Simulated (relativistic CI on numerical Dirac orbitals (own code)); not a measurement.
Line list: Forbidden lines, Sc16+

These numbers are calculated, not measured: Dirac-Coulomb-Breit CI, orbitals from a KLI potential per configuration, a model potential for QED, unscaled Slater integrals (own radial code, finite nucleus).

Configuration list (outside the closed core 1s2): 2s2.2p, 2s.2p2, 2p3, 2p2.3s, 2p2.3p, 2p2.3d, 2s2.3s, 2s2.3p, 2s2.3d, 2s.2p.3s, 2s.2p.3p, 2s.2p.3d, 2s2.4s, 2s2.4p, 2s2.4d, 2s2.4f. Levels of other configurations are missing.

```
λ vac (Å)               Lower                 Upper  Type   A (s⁻¹)  log gf
   17.661   2s.2p2 4P_5/2 [5]    2p2.3d 4D_7/2 [98]    E2  1.65e+09   -3.21
   17.676   2s.2p2 4P_3/2 [4]    2p2.3d 4F_7/2 [91]    E2  2.14e+09   -3.10
   17.693   2s.2p2 4P_5/2 [5]    2p2.3d 4F_9/2 [96]    E2  2.43e+09   -2.94
   17.984   2s.2p2 2D_5/2 [7]   2p2.3d 2G_9/2 [114]    E2  2.32e+09   -2.95
   19.635   2s.2p2 4P_3/2 [4]  2s.2p.3p 4D_7/2 [31]    E2  3.60e+08   -3.78
   19.666   2s.2p2 4P_1/2 [3]  2s.2p.3p 4D_5/2 [30]    E2  4.18e+08   -3.84
   19.722   2s.2p2 4P_5/2 [5]  2s.2p.3p 4D_7/2 [31]    E2  5.26e+08   -3.61
   19.825   2s.2p2 4P_5/2 [5]  2s.2p.3p 4D_5/2 [30]    E2  4.31e+08   -3.82
   2197.8  2s2.2p 2P°_1/2 [1]    2s2.2p 2P°_3/2 [2]    M1  8.45e+02   -5.61
```

Terms are leading LS components. Brackets give the number of a level in order of energy, since labels repeat. The list gives strong lines, with weight on those to low levels. Levels whose partners in the same complex of configurations lie outside the list can be far off, and so can their lines. Rates are taken at the computed energies, electric ones in the length gauge.

At this charge energies of transitions that change n are usually good to better than 1 %, and those within a shell (Δn = 0) to a few per cent.

LS names give the leading component of a level, which can be under half, so a name can repeat, a term be missing and a line seem to break the LS rules.
